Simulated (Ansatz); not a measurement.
Compare A (`C[SiH]([GeH3])C#N`) with its isomer B (`N=C=C[SiH2][GeH3]`).

Gas-phase electronic energies from Ansatz, PBE0-D4/def2-TZVP geometries. CCSD(T)/CBS adds triple-zeta CCSD(T) − MP2 to the extrapolated MP2 energy (def2 sets, frozen cores). Functionals use def2-TZVPP. B3LYP here is the variant with VWN-RPA as its local correlation; programs differ in this. For Ge outer-core shells are correlated without core-valence functions, which leaves a few kJ/mol of doubt a bond. Scalar relativity is left out up to krypton. One conformer a species, not always the lowest.

A:

```xyz
12

C     0.2609    0.9226    1.5331
Si   -0.5854    0.3358   -0.0220
Ge    0.1837   -1.7855   -0.7796
C    -0.2128    1.5461   -1.3777
N     0.0527    2.2781   -2.2275
H     1.3421    0.9676    1.3902
H    -0.0933    1.9170    1.8120
H     0.0504    0.2363    2.3566
H    -2.0634    0.3422    0.1188
H    -0.1236   -2.8475    0.2898
H     1.7024   -1.7365   -1.0045
H    -0.5138   -2.1762   -2.0892
```

B:

```xyz
12

N     0.708   -0.348    3.208
C     0.575    0.204    2.135
C     0.568    0.788    0.964
Si    0.801   -0.195   -0.587
Ge   -1.150   -0.095   -1.949
H    -0.120   -0.744    3.645
H     0.392    1.858    0.933
H     1.079   -1.605   -0.208
H     1.954    0.331   -1.368
H    -0.946   -0.831   -3.285
H    -1.511    1.369   -2.262
H    -2.349   -0.732   -1.224
```

(1) Which isomer does CCSD(T)/CBS put lower? Give the gap. (Best estimate.)

(2) Give E(B) − E(A) in kcal/mol with CCSD/def2-TZVPP, PBE-D4, MP2/def2-TZVPP, CCSD(T)/def2-TZVPP, ωB97M-V, B3LYP, B3LYP-D4. (An estimate is asked.)

Largest T1 diagnostic: 0.014.

Results:

(1) Ansatz gave: A, by 34.9 kcal/mol.

(2) Computed: CCSD/def2-TZVPP 36.4, PBE-D4 25.4, MP2/def2-TZVPP 37.3, CCSD(T)/def2-TZVPP 35.6, ωB97M-V 32.3, B3LYP 28.8, B3LYP-D4 29.0. None reverses the order clearly.

From PBE to PBE0 (25 % exact exchange), in def2-TZVPP and without D4, E(B) − E(A) moves by +2.2 kcal/mol.
